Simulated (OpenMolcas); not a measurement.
# neutral manganese: from CASSCF to CASPT2

```
Program             : OpenMolcas
Basis               : ANO-RCC-VQZP [7s6p4d3f2g1h]
Scalar Hamiltonian  : DKH2, point nucleus
Active space        : 7 electrons in 11 orbitals (3d 4s 4d)
State averaging     : 2S+1 = 6 even, 6 roots; 2S+1 = 4 even, 5 roots kept (CI in the orbitals of an earlier block, 0 in the spin-orbit step)
Spin-orbit coupling : state interaction with AMFI integrals over the reference wave functions, term energies averaged over their components
```

Methods on the same reference wave functions:
A. CASSCF
B. SS-CASPT2, IPEA 0.25 Eh, imaginary shift 0.1 Eh (closed shells correlated: 3s 3p)

Energies in cm-1 above 3d5 4s2 6S 5/2, the measured ground level; measured values from NIST Handbook of Basic Atomic Spectroscopic Data.

| Level | A | B | Measured |
| --- | --- | --- | --- |
| 3d5 4s2 6S 5/2 | 0.0 | 0.0 | 0.0 |
| 3d6 4s 6D 9/2 | 15063 | 18610 | 17052 |
| 3d6 4s 6D 7/2 | 15288 | 18840 | 17282 |
| 3d6 4s 6D 5/2 | 15463 | 19010 | 17452 |
| 3d6 4s 6D 3/2 | 15588 | 19140 | 17568 |
| 3d6 4s 6D 1/2 | 15663 | 19210 | 17637 |

Deviations, from unrounded energies. A percentage is the sum of absolute deviations over the sum of measured energies, with the sign that they share, or ± where signs differ.

| Against measurement | Levels | A | B |
| --- | --- | --- | --- |
| mean absolute deviation (cm-1) | 5 | 2000 | 1600 |
| other configurations (%) | 5 | -11.4 | +9.0 |

B lies closest to measurement on these levels. The largest miss of B in the table is 3d6 4s 6D 1/2, by +1600 cm-1. The ranking rests on the paired levels alone, and a cruder setting can come out closer through cancelling errors.

The lowest spin-free term lies below A's lowest term by 0.515 hartree in B.

CASPT2 does not keep the components of a term degenerate, so their means are used; among the terms shown or strongly mixed into the levels shown the widest spread is 14 cm-1 (3d6 4s 6D, B). Some high roots are left out of the spin-orbit mixing, which shifts the levels that they would mix with. Active for correlation alone: 4d; no level in the range computed is led by a configuration that fills it, so any true level of that kind is missing. Without dynamic correlation excited terms often stand tens of per cent too high (terms of higher spin than the ground term too low), and those without a measured partner can miss by more than the paired ones (holds for A). Computed and measured levels are paired by configuration, term and J; levels that our copy of the source lacks, or whose pairing is in doubt (as where it misses far off the trend of its configuration), stay unpaired and out of the deviations. Only configurations of the active space appear.
